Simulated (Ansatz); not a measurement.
FGaH₂ (`[F][GaH2]`) at its PBE0-D4/def2-TZVP geometry, where that method's forces vanish. Total charge 0; spin multiplicity 1.

```
atom    x (Å)    y (Å)    z (Å)
  F1   0.4261   1.5598   0.2287
 Ga2  -0.0328  -0.1202  -0.0177
  H3   1.1528  -1.1194   0.1059
  H4  -1.5460  -0.3202  -0.3169
```

Question: For each bond, give half the difference of the two atoms' forces along it (eV/Å; positive pushes the atoms apart) under PBE-D4, r2SCAN-D4, B3LYP-D4, ωB97M-V in def2-TZVPP. (Estimate.)

Answer: Ansatz gave: 
| bond | length (Å) | PBE-D4 | r2SCAN-D4 | B3LYP-D4 | ωB97M-V |
| --- | --- | --- | --- | --- | --- |
| F1–Ga2 | 1.759 | 0.48 | 0.02 | 0.28 | 0.14 |
| Ga2–H3 | 1.555 | -0.04 | -0.08 | -0.07 | -0.12 |
| Ga2–H4 | 1.555 | -0.04 | -0.08 | -0.07 | -0.12 |

B3LYP here is the variant with VWN-RPA as its local correlation; programs differ in this.
